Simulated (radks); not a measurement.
Q: The beryllium ion Be2+, [He]. Calculated with a radial shooting solver on a logarithmic mesh with Libxc functionals: non-relativistic Kohn-Sham, LDA (Slater exchange, Perdew-Wang correlation), spin-polarised, spherical densities, point nucleus. Every spin shell is full or empty, so the densities are truly spherical. Functionals are evaluated on that one density, not self-consistently. Rank these orbital-free kinetic functionals by their error against the exact value of the orbitals, and give that value: Thomas-Fermi, von Weizsacker, TF + vW, TF + vW/9, TF + vW/5, LC94, revAPBEK, Perdew 92, LKT, PG1, Ernzerhof.

A: Exact: 13.3442 hartree. From best to worst, with 100 (|E| - |E exact|)/|E exact| (equal figures are ties): von Weizsacker 0.00, LC94 +1.26, TF + vW/9 +1.68, Perdew 92 +1.70, revAPBEK +2.03, Ernzerhof +5.32, Thomas-Fermi -9.43, TF + vW/5 +10.57, PG1 +53.65, LKT +61.13, TF + vW +90.57.
